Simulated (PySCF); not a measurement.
Gas-phase equilibrium of 1 mol ZnCl2, 3.6 mol H2O at 1000 K and 0.00133 bar, among 18 species (ClO, O2, HCl, O, HO2, Zn, H2O, H, Zn(OH)2, HOCl, H2O2, O3, H2, ZnH2, ZnCl2, Cl, Cl2, OH). Only gases are allowed; each row takes one source of thermochemistry for all species, and Cantera finds the minimum.

Energies from PySCF, thermal terms from the rigid-rotor harmonic-oscillator model, ideal gas at 1 bar. † marks an energy on the PBE0/def2-TZVP geometry and frequencies. Open shells (unrestricted) among the columns below: O2 (multiplicity 3), Cl (multiplicity 2, electronic degeneracy 6); the rest are closed-shell singlets. Spin-orbit splitting is ignored; it lowers the true energy and changes the entropy of Cl. Zn: all electrons, no relativistic terms. No R ln 2 is added for the mirror-image form of Zn(OH)2. Zn(OH)2: computed as isolated molecules; such fragments, hydroxides, amides, oligomers or adducts are transient or little studied in the gas. The harmonic model lacks anharmonicity and excited electronic states, which grow with temperature; levels with a mode under 35 cm⁻¹ are left out. Soft modes under 120 cm⁻¹ make the harmonic entropy rough for ZnCl2.

Molecules larger than those listed are left out. Table species left out: Zn+.

Mole fractions:

```json
[
 {"thermochemistry": "BLYP/def2-TZVP†", "x H2O": "0.76", "x ZnCl2": "0.21", "x HCl": "0.017", "x Zn": "0.0084", "x O2": "0.0042", "x Zn(OH)2": "3.7e-5", "x H2": "6.6e-6", "x Cl": "2.1e-6"},
 {"thermochemistry": "M06-2X/def2-TZVP†", "x H2O": "0.78", "x ZnCl2": "0.22", "x HCl": "0.00097", "x Zn": "0.00039", "x O2": "0.00019", "x Zn(OH)2": "9.8e-5", "x H2": "9.6e-7", "x Cl": "1.1e-7"},
 {"thermochemistry": "PBE/def2-TZVP†", "x H2O": "0.78", "x ZnCl2": "0.21", "x HCl": "0.0053", "x Zn": "0.0025", "x O2": "0.0013", "x Zn(OH)2": "0.00012", "x H2": "3.9e-6", "x Cl": "9.2e-8"},
 {"thermochemistry": "LDA/def2-TZVP†", "x H2O": "0.78", "x ZnCl2": "0.22", "x HCl": "0.0025", "x Zn": "6.8e-5", "x O2": "3.4e-5", "x Zn(OH)2": "0.0012", "x H2": "4.4e-7", "x Cl": "1.0e-9"},
 {"thermochemistry": "ωB97M-V/def2-TZVP†", "x H2O": "0.78", "x ZnCl2": "0.22", "x HCl": "0.0015", "x Zn": "0.00060", "x O2": "0.00030", "x Zn(OH)2": "0.00017", "x H2": "9.0e-7", "x Cl": "9.2e-8"},
 {"thermochemistry": "ωB97X-V/def2-TZVP†", "x H2O": "0.78", "x ZnCl2": "0.22", "x HCl": "0.0015", "x Zn": "0.00043", "x O2": "0.00022", "x Zn(OH)2": "0.00031", "x H2": "4.0e-6", "x Cl": "6.0e-8"}
]
```
The most sensitive of these is Cl: it spans a factor of 10^3.3 over these rows; at this temperature one factor of ten is RT ln 10 = 19 kJ/mol.
